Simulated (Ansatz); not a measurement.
Cost and result for the atomization energy of `B[SiH2]C(=N)O` (11 atoms, 10 bonds).

Z-matrix (Å, degrees):
```
Si
C 1 1.902
B 1 2.007 2 112.5
H 1 1.494 2 108.1 3 116.8
H 1 1.483 2 107.6 3 -125.4
O 2 1.357 1 112.9 3 -69.7
N 2 1.264 1 120.1 3 108.2
H 3 1.196 1 119.8 2 -165.8
H 3 1.195 1 122.4 2 16.3
H 6 0.967 2 109.7 1 177.1
H 7 1.024 2 113.3 1 -177.7
```

Total charge 0; spin multiplicity 1. The geometry is a stationary point of PBE0-D4/def2-TZVP. It is one conformer, not always the lowest. Program: Ansatz. All runs use 4 threads of an Arm Neoverse V1 on a shared host. Times are those of one run each, without the atoms' runs, and a repeat can differ threefold. Electronic energies, without spin–orbit coupling; frozen cores. CCSD(T)/CBS adds CCSD(T) − MP2 in def2-TZVPP to the MP2 limit, and its time is that of the two runs behind it. T1 = 0.014. B3LYP takes the VWN-RPA correlation (the form of Gaussian; ORCA's B3LYP/G).

CCSD(T)/CBS is a level of theory with its own doubt, some kJ/mol a heavy atom from the limit and from the frozen cores, so smaller differences don't rank the functionals.

```
                             level  functions  wall time
   PBE-D4/def2-TZVPP (with forces)        250      2.5 s
                PBE0-D4/def2-TZVPP        250      2.6 s
 B3LYP-D4/def2-TZVPP (with forces)        250      4.4 s
r2SCAN-D4/def2-TZVPP (with forces)        250      4.5 s
                 B2PLYP/def2-TZVPP        250        5 s
                ωB97X-V/def2-TZVPP        250      7.5 s
  ωB97M-V/def2-TZVPP (with forces)        250       11 s
                    MP2/def2-QZVPP        478       21 s
                CCSD(T)/def2-TZVPP        250    2.2 min
                 CCSD(T)/CBS(def2)          –    2.6 min
```

Question: What atomization energy does each give, and how far from CCSD(T)/CBS? (An estimate is asked.)

Answer: The calculation gave: 
```
                             level  atomization (kJ/mol)  difference from CCSD(T)/CBS  per bond
   PBE-D4/def2-TZVPP (with forces)                3970.1                        106.8      10.7
                PBE0-D4/def2-TZVPP                3877.2                         13.9       1.4
 B3LYP-D4/def2-TZVPP (with forces)                3890.8                         27.5       2.7
r2SCAN-D4/def2-TZVPP (with forces)                3884.6                         21.3       2.1
                 B2PLYP/def2-TZVPP                3837.1                        -26.2      -2.6
                ωB97X-V/def2-TZVPP                3897.2                         33.9       3.4
  ωB97M-V/def2-TZVPP (with forces)                3891.1                         27.8       2.8
                    MP2/def2-QZVPP                3879.1                         15.8       1.6
                CCSD(T)/def2-TZVPP                3751.7                       -111.6     -11.2
                 CCSD(T)/CBS(def2)                3863.3                          0.0       0.0
```

The D4 term adds +33.5 kJ/mol with B3LYP and +17.6 kJ/mol with PBE0; it sums over pairs of atoms, weighted by their polarisabilities, and B3LYP, whose exchange is more repulsive, gets the larger term. From PBE to PBE0 (25 % exact exchange), in def2-TZVPP and without D4, the atomization energy moves by −89.7 kJ/mol: exact exchange takes away binding that semilocal exchange gives to molecules. In def2-TZVPP, CCSD(T) changes the Hartree–Fock value by +1027.7 kJ/mol (the triples alone add +65.3 kJ/mol) and MP2 by +1088.9 kJ/mol; breaking electron pairs costs correlation energy, which Hartree–Fock lacks.
